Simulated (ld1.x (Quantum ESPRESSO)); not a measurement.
# Before and after: RRKJ potential for Cd (Z = 48)

ld1.x (Quantum ESPRESSO) 7.5 input, shortened:

```
&input
   title='Cd', zed=48., rel=1, dft='PZ', iswitch=3,
   config='[Kr] 4d10 5s1.5 5p0'
 /
 &inputp
   pseudotype=2, tm=.false., rho0=0.005, lloc=-1, rcloc=1.65,
   nlcc=.true., rcore=1.05
 /
3
5S  1  0   1.50   0.00  2.00  2.00  0.0
5P  2  1   0.00   0.00  2.30  2.30  0.0
4D  3  2  10.00   0.00  1.40  1.40  0.0
 &test
   configts(1)='4d10 5s1.5 5p0'
 /
```

Change: local potential the d channel.

Cutoffs: the cutoffs (Ry, on a coarse ladder) from which the occupation-weighted sum of valence levels, in a spherical-Bessel basis at the reference potential, stays within 10 and 1 mRy of its value at 400 Ry; they do not see the model core or the augmentation charge, which bear on the density cutoff. Errors are all-electron minus pseudo energies relative to the spin-unpolarised reference configuration.

Problem. Predict the effect on cutoff, ghosts and configuration errors.

Solution. The potential gets harder (70 Ry and 80 Ry → 80 Ry and 120 Ry); the bound ghosts move from s to p, s; the number of tests that count goes from 9 to 8; of the 8 tests that both files solve, the error grows in 1 and shrinks in 1 by more than 15 % and 0.3 meV (median size 2.1 → 2.0 meV); the range in which the s phases agree narrows (upper end 3.8 → 2.4); the range in which the p phases agree widens (upper end 0.2 → 3.8). In the separable form a ghost depends on how the local part lies against the semilocal potential of the channel, so the choice of the local part can create or remove one.

```csv
quantity,base,changed
"cutoff, loose",70 Ry,80 Ry
"cutoff, tight",80 Ry,120 Ry
loose cutoff by channel (10 mRy a level),"s 18 Ry, d 60 Ry","s 18 Ry, d 70 Ry"
bound ghosts,s,"s, p"
"tests counted (converged, no solver errors)",9 of 9,8 of 9
"error for 4d10 5s2 5p0, meV [ΔE -3.88 eV]",-0.3,0.0
"error for 4d10 5s1 5p0, meV [ΔE 5.75 eV]",-2.6,-2.5
"error for 4d10 5s0 5p0, meV [ΔE 23.27 eV]",-27,-28
"error for 4d10 5s0 5p2, meV [ΔE 6.04 eV]",-3.5,-4.3
"error for 4d9 5s2 5p0, meV [ΔE 14.27 eV]",-125,-99
"error for 4d10 5s1 5p1, meV [ΔE 0.91 eV]",-0.3,-0.3
"error for 4d10 5s1.5 5p0 (spin-polarised), meV [ΔE -0.04 eV]",+0.2,+0.3
"error for 4d10 5s1 5p0 (spin-polarised), meV [ΔE 5.56 eV]",-1.7,-1.6
s: phases at 2.48 bohr within 0.05 rad from the reference energy up to (Ry; the scan ends near 5),3.8,2.4
p: phases at 2.48 bohr within 0.05 rad from the reference energy up to (Ry; the scan ends near 5),0.2,3.8
d: phases at 2.48 bohr within 0.05 rad from the reference energy up to (Ry; the scan ends near 5),1.7,to the end of the scan
```

Changed file: Tests not counted: 4d9 5s2 5p1 (solver errors, printed error -2.6 eV). A true bound ghost makes a file unfit for plane-wave use even where its test errors are small: the radial tests pick states by their node count and pass the ghost by. Where a test does run into it, the solver fails or the error is huge.
